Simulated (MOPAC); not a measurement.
MOPAC input (PM6):

```
PM6 FORCE THERMO(298,298) PRECISE LET CHARGE=-1 GEO-OK AUX(PRECISION=9) THREADS=1
CH7OSi2

C    -2.45596650 1    0.25683748 1   -0.13146659 1
Si   -1.05302285 1   -0.70250012 1   -0.21054092 1
O     0.52935427 1   -0.02340443 1    0.03548238 1
Si    1.91432701 1    0.69367069 1    0.27181940 1
H    -2.99345782 1    0.45815267 1    0.77616007 1
H    -2.86331454 1    0.79393808 1   -0.96737213 1
H    -0.82743431 1   -1.31437618 1   -1.52767523 1
H    -1.00058349 1   -1.75925923 1    0.80956760 1
H     2.13775332 1    1.73622947 1   -0.72614488 1
H     2.99265318 1   -0.28615231 1    0.16406264 1
H     1.96960828 1    1.29508947 1    1.60149875 1
```

From the output:

```
     H   11   0.004039   0.004635   0.193773   0.196029   2.682819

          HEAT OF FORMATION =    -118.192775 KCALS/MOLE

          ZERO POINT ENERGY      41.747 KCAL/MOL

           NORMAL COORDINATE ANALYSIS (Total motion = 1 Angstrom)

   Root No.       1         2         3         4         5         6         7         8

                 1 A"      1 A'      2 A"      3 A"      2 A'      4 A"      3 A'      5 A"

                  12.3      99.2     141.1     247.2     278.7     414.5     505.5     620.2

   x  C    1   -0.0000    0.0126    0.0000   -0.0000   -0.0463   -0.0000    0.0428    0.0000
   y  C    1    0.0000    0.0971   -0.0000    0.0000   -0.0797    0.0000    0.0024   -0.0000
   z  C    1    0.0311   -0.0001   -0.0132    0.0120    0.0000    0.0208    0.0000   -0.0175
   x Si    2    0.0000    0.0126    0.0000    0.0000   -0.0413   -0.0000    0.0260   -0.0000
   y Si    2   -0.0000   -0.0209   -0.0000   -0.0000    0.0392    0.0000    0.0921    0.0000
   z Si    2   -0.0150    0.0000   -0.0133   -0.0202   -0.0000    0.0180   -0.0001    0.0142
   x  O    3    0.0000    0.0683   -0.0000   -0.0000    0.1108    0.0000   -0.0068   -0.0000
   y  O    3   -0.0000   -0.0581    0.0001    0.0000   -0.0416   -0.0000   -0.0189    0.0000
   z  O    3   -0.0078    0.0001    0.1033    0.0420    0.0001   -0.0168    0.0000    0.0166
   x Si    4    0.0000   -0.0477    0.0000    0.0000    0.0094   -0.0000   -0.0391    0.0000
   y Si    4    0.0000    0.0037   -0.0000   -0.0000    0.0209    0.0000   -0.0755   -0.0000
   z Si    4    0.0049   -0.0000   -0.0268   -0.0028   -0.0000   -0.0009    0.0001   -0.0234
   x  H    5    0.0242    0.0154    0.0014   -0.0112   -0.0512   -0.2207    0.0403    0.0550
   y  H    5   -0.0135    0.1420   -0.1367    0.3486   -0.1352   -0.0155   -0.0546    0.0224
   z  H    5    0.0480    0.0001   -0.0065   -0.0119   -0.0009   -0.1443    0.0018    0.0244
   x  H    6   -0.0242    0.0155   -0.0014    0.0112   -0.0511    0.2208    0.0404   -0.0550
   y  H    6    0.0137    0.1419    0.1367   -0.3486   -0.1353    0.0151   -0.0547   -0.0224
   z  H    6    0.0480   -0.0005   -0.0067   -0.0111    0.0009   -0.1442   -0.0017    0.0244
   x  H    7   -0.0327   -0.0202   -0.0028   -0.0463   -0.0629   -0.1251    0.0336    0.0123
   y  H    7    0.0249   -0.0543    0.1136    0.0082    0.0365    0.0943    0.1194    0.0980
   z  H    7   -0.0443    0.0015   -0.0745   -0.0480   -0.0102   -0.0956   -0.0096   -0.0324
   x  H    8    0.0327   -0.0203    0.0028    0.0463   -0.0631    0.1251    0.0335   -0.0123
   y  H    8   -0.0249   -0.0542   -0.1138   -0.0083    0.0367   -0.0945    0.1194   -0.0981
   z  H    8   -0.0442   -0.0014   -0.0743   -0.0480    0.0103   -0.0953    0.0094   -0.0322
   x  H    9    0.1848   -0.1065   -0.0413   -0.0183   -0.0588    0.0095   -0.0690    0.1323
   y  H    9   -0.0894   -0.0244   -0.0857   -0.0264   -0.0091    0.0168   -0.1100    0.2189
   z  H    9   -0.1087   -0.0006   -0.0700   -0.0144    0.0004    0.0071   -0.0106    0.0792
   x  H   10   -0.0001   -0.0317    0.0000    0.0000    0.0280   -0.0000   -0.0449   -0.0000
   y  H   10    0.0003    0.1159   -0.0001   -0.0000    0.1516    0.0000   -0.1015    0.0001
   z  H   10    0.2448   -0.0001   -0.0616   -0.0202   -0.0001    0.0070    0.0001    0.0565
   x  H   11   -0.1848   -0.1066    0.0413    0.0183   -0.0589   -0.0095   -0.0691   -0.1323
   y  H   11    0.0892   -0.0244    0.0855    0.0264   -0.0090   -0.0168   -0.1100   -0.2187
   z  H   11   -0.1090    0.0006   -0.0702   -0.0144   -0.0006    0.0071    0.0107    0.0796

   Root No.       9        10        11        12        13        14        15        16

                 4 A'      6 A"      5 A'      7 A"      6 A'      7 A'      8 A'      8 A"

                 638.1     684.6     794.5     803.1     850.8     866.8     909.3     914.5

   x  C    1   -0.0003   -0.0000   -0.0347    0.0000    0.0004   -0.0022    0.0057    0.0000
   y  C    1    0.0010    0.0000    0.0050   -0.0000   -0.0795    0.0046   -0.0027   -0.0000
   z  C    1    0.0000    0.0359   -0.0000   -0.0501    0.0001   -0.0000    0.0000    0.0012
   x Si    2   -0.0008    0.0000   -0.0066   -0.0000    0.0025   -0.0001    0.0004    0.0000
   y Si    2   -0.0037   -0.0000   -0.0322    0.0000    0.0114    0.0018   -0.0024   -0.0000
   z Si    2    0.0000   -0.0295    0.0000    0.0178   -0.0000   -0.0000    0.0000   -0.0010
   x  O    3   -0.0325   -0.0000    0.0488   -0.0000    0.0072    0.0306    0.0026   -0.0000
   y  O    3    0.0221    0.0000    0.0665    0.0000    0.0114    0.0638    0.0009    0.0000
   z  O    3   -0.0000    0.0338   -0.0001    0.0088   -0.0000   -0.0001   -0.0000    0.0043
   x Si    4    0.0274   -0.0000   -0.0115    0.0000   -0.0015   -0.0070   -0.0176    0.0000
   y Si    4   -0.0154   -0.0000   -0.0188   -0.0000   -0.0033   -0.0107    0.0095   -0.0000
   z Si    4    0.0000   -0.0099    0.0000    0.0003    0.0000    0.0000   -0.0000   -0.0233
   x  H    5    0.0007   -0.1008   -0.0423    0.1059    0.0178   -0.0076    0.0090   -0.0030
   y  H    5    0.0194   -0.0446    0.0291   -0.0248    0.3260   -0.0562    0.0078   -0.0018
   z  H    5    0.0000   -0.0408   -0.0072    0.0340   -0.0022   -0.0014    0.0021   -0.0010
   x  H    6    0.0007    0.1008   -0.0423   -0.1059    0.0178   -0.0076    0.0090    0.0030
   y  H    6    0.0194    0.0445    0.0292    0.0249    0.3260   -0.0562    0.0078    0.0018
   z  H    6   -0.0000   -0.0409    0.0071    0.0338    0.0015    0.0015   -0.0021   -0.0010
   x  H    7    0.0191   -0.0096    0.1542   -0.3102   -0.0630   -0.0606   -0.0509   -0.0013
   y  H    7    0.0057   -0.1949    0.2093   -0.1418   -0.0242   -0.2112    0.0263   -0.0079
   z  H    7    0.0045    0.0702   -0.0547   -0.0560   -0.0152    0.0851   -0.0405    0.0023
   x  H    8    0.0191    0.0096    0.1542    0.3102   -0.0630   -0.0606   -0.0509    0.0013
   y  H    8    0.0057    0.1951    0.2094    0.1417   -0.0242   -0.2114    0.0264    0.0079
   z  H    8   -0.0045    0.0698    0.0543   -0.0561    0.0152   -0.0847    0.0404    0.0023
   x  H    9   -0.1722    0.0618   -0.0294    0.0009   -0.0244   -0.0516    0.2279   -0.2355
   y  H    9   -0.1367    0.0914   -0.0462   -0.0003   -0.0096   -0.0896   -0.1782    0.0280
   z  H    9   -0.0187    0.0307   -0.0073   -0.0000    0.0031   -0.0345   -0.1936    0.0694
   x  H   10    0.0840   -0.0000   -0.0237    0.0000   -0.0082   -0.0224   -0.0010   -0.0001
   y  H   10    0.3945    0.0000   -0.0786   -0.0000   -0.0468   -0.1046    0.1079    0.0005
   z  H   10   -0.0004    0.0120    0.0001   -0.0022    0.0000    0.0001   -0.0001    0.4523
   x  H   11   -0.1722   -0.0618   -0.0294   -0.0008   -0.0244   -0.0516    0.2278    0.2354
   y  H   11   -0.1367   -0.0913   -0.0462    0.0003   -0.0096   -0.0895   -0.1778   -0.0279
   z  H   11    0.0190    0.0309    0.0074   -0.0000   -0.0030    0.0347    0.1941    0.0696

   Root No.      17        18        19        20        21        22        23        24

                 9 A'     10 A'     11 A'     12 A'     13 A'      9 A"     14 A'     10 A"

                 921.0    1010.6    1025.2    1235.7    2137.9    2140.9    2148.2    2149.0

   x  C    1   -0.0413   -0.0591   -0.0510   -0.0921    0.0023   -0.0000    0.0000   -0.0000
   y  C    1   -0.0082    0.0041    0.0002    0.0022    0.0003    0.0000   -0.0001    0.0000
   z  C    1    0.0000   -0.0000   -0.0000   -0.0000    0.0000    0.0008    0.0000    0.0001
   x Si    2    0.0059    0.0397    0.0370    0.0162   -0.0131    0.0000   -0.0000   -0.0000
   y Si    2    0.0148    0.0012    0.0040    0.0017    0.0139   -0.0000   -0.0000    0.0000
   z Si    2   -0.0000    0.0000    0.0000   -0.0000   -0.0000   -0.0272   -0.0000   -0.0007
   x  O    3   -0.0049   -0.0167    0.0054   -0.0000   -0.0004    0.0000    0.0002    0.0000
   y  O    3   -0.0219   -0.0241    0.0192    0.0009   -0.0002   -0.0000    0.0005   -0.0000
   z  O    3    0.0000    0.0000   -0.0000   -0.0000   -0.0000   -0.0003   -0.0000   -0.0001
   x Si    4   -0.0027    0.0132   -0.0131   -0.0009   -0.0004    0.0000   -0.0240    0.0000
   y Si    4    0.0034    0.0235   -0.0262   -0.0019   -0.0012   -0.0000    0.0099   -0.0000
   z Si    4   -0.0000   -0.0000    0.0000    0.0000    0.0000    0.0006   -0.0000   -0.0273
   x  H    5   -0.0567   -0.0973   -0.0949    0.3313   -0.0005   -0.0006    0.0001   -0.0002
   y  H    5    0.0455   -0.0121   -0.0082   -0.0159   -0.0020    0.0010    0.0001   -0.0001
   z  H    5   -0.0146   -0.0280   -0.0307    0.2640   -0.0023   -0.0029   -0.0000   -0.0000
   x  H    6   -0.0568   -0.0974   -0.0949    0.3314   -0.0005    0.0006    0.0000    0.0002
   y  H    6    0.0455   -0.0120   -0.0082   -0.0164   -0.0019   -0.0010    0.0001    0.0001
   z  H    6    0.0145    0.0280    0.0306   -0.2637    0.0024   -0.0029    0.0001   -0.0000
   x  H    7    0.2407   -0.0490   -0.0754    0.0004    0.1738   -0.1857   -0.0003   -0.0044
   y  H    7   -0.0807    0.0233   -0.0297   -0.0074   -0.1923    0.2050    0.0003    0.0049
   z  H    7    0.1653   -0.0575   -0.0400   -0.0089   -0.3548    0.3808    0.0009    0.0093
   x  H    8    0.2408   -0.0490   -0.0755    0.0005    0.1737    0.1855   -0.0003    0.0044
   y  H    8   -0.0810    0.0234   -0.0296   -0.0075   -0.1916   -0.2042    0.0003   -0.0049
   z  H    8   -0.1650    0.0574    0.0400    0.0088    0.3552    0.3813   -0.0009    0.0093
   x  H    9    0.0554   -0.1038    0.0940    0.0028   -0.0079   -0.0028    0.0467    0.1173
   y  H    9   -0.0122   -0.1082    0.1112    0.0041    0.0180    0.0064   -0.1014   -0.2496
   z  H    9   -0.0284   -0.0579    0.0642    0.0032   -0.0274   -0.0091    0.1619    0.3834
   x  H   10    0.0027   -0.0062    0.0075   -0.0000    0.0244    0.0000    0.5725    0.0000
   y  H   10    0.0339   -0.1612    0.1633    0.0057   -0.0033   -0.0000   -0.0792   -0.0000
   z  H   10   -0.0000    0.0001   -0.0002   -0.0000   -0.0000    0.0004    0.0002   -0.0038
   x  H   11    0.0554   -0.1038    0.0940    0.0029   -0.0078    0.0028    0.0468   -0.1175
   y  H   11   -0.0122   -0.1081    0.1110    0.0041    0.0180   -0.0064   -0.1017    0.2505
   z  H   11    0.0284    0.0581   -0.0643   -0.0031    0.0274   -0.0091   -0.1616    0.3829

   Root No.      25        26        27

                15 A'     11 A"     16 A'

                2149.5    2731.3    2772.4

   x  C    1    0.0001    0.0000    0.0398
   y  C    1    0.0000   -0.0001   -0.0020
   z  C    1   -0.0000   -0.0601    0.0001
   x Si    2   -0.0010    0.0000    0.0011
   y Si    2    0.0010   -0.0000   -0.0001
   z Si    2    0.0000   -0.0012   -0.0000
   x  O    3   -0.0013   -0.0000   -0.0001
   y  O    3   -0.0026    0.0000   -0.0001
   z  O    3    0.0000   -0.0000   -0.0000
   x Si    4    0.0034   -0.0000    0.0001
   y Si    4    0.0137    0.0000    0.0001
   z Si    4   -0.0000   -0.0000    0.0000
   x  H    5    0.0000   -0.2808   -0.2551
   y  H    5   -0.0001    0.0152    0.0136
   z  H    5   -0.0004    0.3734    0.4029
   x  H    6    0.0000    0.2806   -0.2549
```

The dipole moment of an ion depends on the origin.
